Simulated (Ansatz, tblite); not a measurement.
Forces on InTe₃ at its PBE-D4/def2-SVP geometry. Total charge 0; doublet.

In the def2 sets In, Te take a core potential; there is no spin–orbit coupling. The xTB rows come from tblite. Another isomer (doublet) lies 0.74 eV lower at PBE0-D4/def2-TZVP; other spin states weren't run for this one.

GFN1-xTB (tblite), largest force 2.75 eV/Å:

```xyz
4
positions Å, forces eV/Å
In   -0.153   -0.963   -0.441   -0.009    1.594   -0.907
Te   -0.180   -3.286    0.626   -0.018   -2.470    1.202
Te    0.404    2.602    1.136   -0.071   -0.194   -0.338
Te   -0.071    1.647   -1.322    0.098    1.070    0.043
```

GFN2-xTB (tblite), largest force 0.95 eV/Å:

```
In 0.015 0.655 -0.255
Te -0.006 -0.850 0.415
Te -0.032 -0.166 -0.110
Te 0.023 0.362 -0.051
```

PBE-D4/def2-TZVP (Ansatz), largest force 0.26 eV/Å:

```
In 0.005 -0.069 0.070
Te 0.002 0.239 -0.112
Te -0.038 -0.087 -0.188
Te 0.030 -0.082 0.231
```
